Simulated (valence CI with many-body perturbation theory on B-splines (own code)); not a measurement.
Os⁴³⁺: electric-dipole lines

Computed by configuration interaction combined with many-body perturbation theory (CI+MBPT): five valence electrons over a frozen Dirac-Fock core [Ar] 3d10, radial functions for each j: 11 s, 11 p, 10 d, 8 f, 5 g, 2 h, with the one-electron correlation potential Σ1 (screened to all orders), the two-electron term Σ2, the three-electron term Σ3, Breit, model QED; selected single and double excitations, second order for the rest, scaled by the run's own slope (own B-spline code, finite nucleus).

The last digits are not significant, and no measured levels were compared; by estimate large intervals hold to a few tenths of a per cent, small ones and those within an open d or f shell to about a per cent. Among the levels kept, up to 2200 cm⁻¹ of a level comes from second order outside the variational space, and about a tenth of that is noise between levels of different J, which matters for small intervals.

Lines 151 to 200 of 535 in falling wavelength, among levels below 43.614 Ry, chosen from the strongest by gf and those to the six lowest levels. Wavelengths and rates use the calculated energies. Electric multipoles are in the length gauge, E1 and E2 with the static RPA response of the core. Weak lines are less certain than strong ones. Lines between different terms over intervals too small for the method are left out, as are lines whose strength nearly cancels. Where a level lies close to another of its J and parity, the split of strength between their lines is uncertain. The highest levels of a list are the least certain.

Levels are named by their leading jj configuration (3d3/2^4 stands for four electrons in 3d with j = 3/2), which in mixed levels can hold well under half, so a name can repeat and another be missing. Letters in brackets count levels of one name in rising energy.

| λ vac (nm) | Upper | Lower | A (s⁻¹) | S (a.u.) with core polarisation | S without |
| --- | --- | --- | --- | --- | --- |
| 6.320 | (4s 4p1/2^2 4d5/2^2) J=5/2 | (4s 4p1/2^2 4p3/2 4d5/2) J=5/2 [a] | 2.43e+11 | 1.82e-01 | 1.92e-01 |
| 6.316 | (4s 4p1/2^2 4d3/2 4d5/2) J=7/2 [b] | (4s^2 4p1/2^2 4f5/2) J=5/2 | 4.72e+10 | 4.70e-02 | 4.95e-02 |
| 6.309 | (4s 4p1/2 4p3/2^2 4d3/2) J=3/2 [b] | (4s^2 4p1/2 4p3/2 4d5/2) J=3/2 [a] | 1.49e+11 | 7.38e-02 | 7.77e-02 |
| 6.300 | (4s 4p1/2^2 4d3/2 4d5/2) J=7/2 [b] | (4s 4p1/2^2 4p3/2 4d3/2) J=7/2 | 2.98e+10 | 2.95e-02 | 3.12e-02 |
| 6.291 | (4s 4p1/2 4p3/2^2 4d3/2) J=7/2 [d] | (4s^2 4p1/2 4p3/2 4d5/2) J=5/2 [b] | 2.77e+11 | 2.72e-01 | 2.87e-01 |
| 6.268 | (4s 4p1/2 4p3/2^2 4d3/2) J=3/2 [f] | (4s^2 4p1/2 4p3/2 4d5/2) J=1/2 | 1.29e+11 | 6.28e-02 | 6.60e-02 |
| 6.257 | (4s^2 4p1/2 4p3/2 4d5/2) J=7/2 [b] | (4s^2 4p1/2 4p3/2^2) J=5/2 | 5.29e+11 | 5.12e-01 | 5.39e-01 |
| 6.253 | (4s^2 4p1/2 4p3/2 4d5/2) J=5/2 [b] | (4s^2 4p1/2 4p3/2^2) J=5/2 | 6.29e+10 | 4.55e-02 | 4.80e-02 |
| 6.239 | (4s 4p1/2^2 4p3/2 4f5/2) J=7/2 [b] | (4s 4p1/2^2 4p3/2 4d3/2) J=5/2 [b] | 7.80e+10 | 7.47e-02 | 7.85e-02 |
| 6.236 | (4s^2 4p1/2 4p3/2 4f5/2) J=7/2 | (4s^2 4p1/2 4p3/2 4d5/2) J=5/2 [b] | 2.34e+11 | 2.24e-01 | 2.35e-01 |
| 6.234 | (4s 4p1/2^2 4d3/2 4d5/2) J=5/2 [b] | (4s^2 4p1/2^2 4f5/2) J=5/2 | 6.62e+10 | 4.75e-02 | 5.01e-02 |
| 6.223 | (4s^2 4p3/2 4d3/2 4d5/2) J=5/2 [c] | (4s^2 4p3/2^2 4d3/2) J=5/2 | 6.80e+10 | 4.85e-02 | 5.13e-02 |
| 6.202 | (4s 4p1/2 4p3/2^2 4d5/2) J=5/2 [f] | (4s 4p1/2 4p3/2^3) J=3/2 [b] | 7.45e+11 | 5.26e-01 | 5.54e-01 |
| 6.199 | (4s 4p1/2 4p3/2^2 4d5/2) J=9/2 [b] | (4s^2 4p1/2 4p3/2 4d5/2) J=7/2 [b] | 4.91e+11 | 5.77e-01 | 6.08e-01 |
| 6.198 | (4s 4p1/2 4p3/2^2 4d3/2) J=5/2 [b] | (4s^2 4p1/2 4p3/2 4d5/2) J=3/2 [a] | 7.94e+10 | 5.60e-02 | 5.89e-02 |
| 6.197 | (4s^2 4p3/2 4d3/2 4d5/2) J=5/2 [c] | (4s^2 4p3/2^2 4d3/2) J=3/2 [a] | 1.25e+11 | 8.80e-02 | 9.27e-02 |
| 6.194 | (4s^2 4p3/2 4d3/2 4d5/2) J=7/2 [c] | (4s^2 4p3/2^2 4d3/2) J=7/2 | 1.24e+11 | 1.16e-01 | 1.23e-01 |
| 6.192 | (4s^2 4p1/2 4p3/2 4d5/2) J=3/2 [b] | (4s^2 4p1/2 4p3/2^2) J=5/2 | 8.43e+10 | 3.95e-02 | 4.17e-02 |
| 6.191 | (4s 4p1/2 4p3/2^2 4d5/2) J=3/2 [b] | (4s 4p1/2 4p3/2^3) J=3/2 [a] | 5.27e+11 | 2.47e-01 | 2.60e-01 |
| 6.172 | (4s 4p1/2 4p3/2^2 4d3/2) J=3/2 [f] | (4s^2 4p1/2 4p3/2 4d5/2) J=5/2 [b] | 5.63e+10 | 2.61e-02 | 2.76e-02 |
| 6.156 | (4s 4p1/2^2 4d5/2^2) J=9/2 | (4s^2 4p1/2^2 4f7/2) J=7/2 | 1.14e+11 | 1.32e-01 | 1.39e-01 |
| 6.155 | (4s 4p1/2 4p3/2^2 4d3/2) J=5/2 [c] | (4s^2 4p1/2 4p3/2 4d5/2) J=5/2 [a] | 5.17e+10 | 3.57e-02 | 3.76e-02 |
| 6.155 | (4s 4p1/2 4p3/2^2 4d3/2) J=5/2 [a] | (4s^2 4p1/2 4p3/2 4d3/2) J=5/2 [a] | 5.37e+10 | 3.71e-02 | 3.90e-02 |
| 6.149 | (4s 4p1/2 4p3/2^2 4d5/2) J=7/2 [f] | (4s 4p1/2 4p3/2^3) J=5/2 | 6.80e+11 | 6.24e-01 | 6.57e-01 |
| 6.148 | (4s^2 4p3/2 4d3/2 4d5/2) J=5/2 [d] | (4s^2 4p3/2^2 4d3/2) J=5/2 | 1.19e+11 | 8.21e-02 | 8.66e-02 |
| 6.145 | (4s^2 4p3/2 4d3/2 4d5/2) J=3/2 [b] | (4s^2 4p3/2^2 4d3/2) J=1/2 | 2.18e+11 | 1.00e-01 | 1.06e-01 |
| 6.145 | (4s^2 4p3/2^2 4d5/2) J=3/2 | (4s^2 4p3/2^3) J=3/2 | 7.53e+11 | 3.45e-01 | 3.64e-01 |
| 6.136 | (4s 4p1/2^2 4p3/2 4d3/2) J=5/2 [b] | (4s^2 4p1/2^2 4d5/2) J=5/2 | 1.82e+09 | 1.24e-03 | 1.33e-03 |
| 6.130 | (4s^2 4p3/2 4d3/2 4d5/2) J=7/2 [c] | (4s^2 4p3/2^2 4d3/2) J=5/2 | 3.51e+11 | 3.19e-01 | 3.36e-01 |
| 6.125 | (4s^2 4p3/2 4d3/2 4d5/2) J=3/2 [b] | (4s^2 4p3/2^2 4d3/2) J=3/2 [a] | 2.26e+11 | 1.03e-01 | 1.08e-01 |
| 6.123 | (4s^2 4p3/2 4d3/2 4d5/2) J=5/2 [d] | (4s^2 4p3/2^2 4d3/2) J=3/2 [a] | 3.20e+11 | 2.18e-01 | 2.29e-01 |
| 6.120 | (4s 4p1/2^2 4p3/2 4d5/2) J=7/2 [b] | (4s 4p1/2^2 4p3/2^2) J=5/2 | 4.40e+11 | 3.98e-01 | 4.20e-01 |
| 6.117 | (4s 4p1/2 4p3/2^2 4d5/2) J=5/2 [e] | (4s 4p1/2 4p3/2^3) J=5/2 | 6.11e+11 | 4.14e-01 | 4.37e-01 |
| 6.115 | (4s 4p1/2 4p3/2^2 4d5/2) J=5/2 [c] | (4s 4p1/2 4p3/2^3) J=3/2 [a] | 1.94e+11 | 1.31e-01 | 1.38e-01 |
| 6.108 | (4s 4p1/2 4p3/2^2 4d5/2) J=3/2 [e] | (4s 4p1/2 4p3/2^3) J=3/2 [b] | 3.22e+11 | 1.45e-01 | 1.53e-01 |
| 6.104 | (4s 4p1/2 4p3/2^2 4d5/2) J=5/2 [d] | (4s 4p1/2 4p3/2^3) J=3/2 [a] | 2.85e+11 | 1.92e-01 | 2.02e-01 |
| 6.103 | (4s 4p1/2^2 4p3/2 4d3/2) J=5/2 [a] | (4s^2 4p1/2^2 4d3/2) J=3/2 | 4.79e+09 | 3.23e-03 | 3.33e-03 |
| 6.093 | (4s 4p1/2 4p3/2^2 4d5/2) J=3/2 [e] | (4s 4p1/2 4p3/2^3) J=1/2 | 9.37e+11 | 4.19e-01 | 4.42e-01 |
| 6.083 | (4s 4p1/2 4p3/2^2 4d3/2) J=3/2 [a] | (4s^2 4p1/2 4p3/2 4d3/2) J=1/2 [a] | 6.64e+10 | 2.95e-02 | 3.13e-02 |
| 6.079 | (4s^2 4p1/2 4p3/2 4d5/2) J=5/2 [b] | (4s^2 4p1/2 4p3/2^2) J=3/2 | 7.57e+11 | 5.04e-01 | 5.31e-01 |
| 6.078 | (4s 4p1/2 4p3/2^2 4d3/2) J=5/2 [b] | (4s^2 4p1/2 4p3/2 4d3/2) J=3/2 [b] | 6.86e+10 | 4.56e-02 | 4.81e-02 |
| 6.075 | (4s 4p1/2 4p3/2^2 4d3/2) J=3/2 [a] | (4s^2 4p1/2 4p3/2 4d3/2) J=3/2 [a] | 2.03e+11 | 8.99e-02 | 9.48e-02 |
| 6.068 | (4s 4p1/2 4p3/2^3) J=3/2 [a] | (4s^2 4p1/2 4p3/2^2) J=1/2 | 4.59e+10 | 2.03e-02 | 2.14e-02 |
| 6.052 | (4s 4p1/2^2 4p3/2 4d3/2) J=3/2 [a] | (4s^2 4p1/2^2 4d3/2) J=3/2 | 1.07e+10 | 4.70e-03 | 4.97e-03 |
| 6.044 | (4s 4p1/2 4p3/2^2 4d3/2) J=1/2 [d] | (4s^2 4p1/2 4p3/2 4d5/2) J=3/2 [b] | 2.30e+11 | 5.01e-02 | 5.29e-02 |
| 6.034 | (4s 4p1/2 4p3/2^2 4d5/2) J=3/2 [d] | (4s 4p1/2 4p3/2^3) J=5/2 | 2.52e+11 | 1.09e-01 | 1.16e-01 |
| 6.024 | (4s 4p1/2 4p3/2^2 4d5/2) J=3/2 [c] | (4s 4p1/2 4p3/2^3) J=3/2 [a] | 6.22e+10 | 2.69e-02 | 2.84e-02 |
| 6.022 | (4s^2 4p1/2 4p3/2 4d5/2) J=3/2 [b] | (4s^2 4p1/2 4p3/2^2) J=3/2 | 2.80e+10 | 1.21e-02 | 1.28e-02 |
| 6.017 | (4s^2 4p3/2^2 4d5/2) J=5/2 [b] | (4s^2 4p3/2^3) J=3/2 | 1.08e+12 | 6.94e-01 | 7.31e-01 |
| 6.009 | (4s 4p1/2 4p3/2^2 4d3/2) J=1/2 [e] | (4s^2 4p1/2 4p3/2 4d5/2) J=3/2 [b] | 2.84e+11 | 6.09e-02 | 6.43e-02 |
